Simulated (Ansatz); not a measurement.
H6Se, SMILES [SeH6].

Geometry: B3LYP-D3(BJ)/def2-TZVP.

Two levels are set side by side: PBE/def2-TZVPD (Ansatz, a first-principles code) and CAM-B3LYP/def2-TZVPD (Ansatz). Energy differences of separate SCF runs at the same geometry; the states with an electron removed or added have multiplicity 2 and 2. Differences are taken from unrounded values.

| quantity | CAM-B3LYP |
|---|---|
| vertical ionisation energy (eV) | 9.19 |
| vertical singlet–triplet gap (eV) | 3.23 |

Problem. What does PBE give, and how far is it from CAM-B3LYP? (An estimate is asked for; the answer gives what the named calculation found.)

Solution. 
```json
[
 {"quantity": "vertical ionisation energy (eV)", "PBE": "9.04", "PBE minus CAM-B3LYP": "-0.15"},
 {"quantity": "vertical singlet–triplet gap (eV)", "PBE": "2.96", "PBE minus CAM-B3LYP": "-0.26"}
]
```
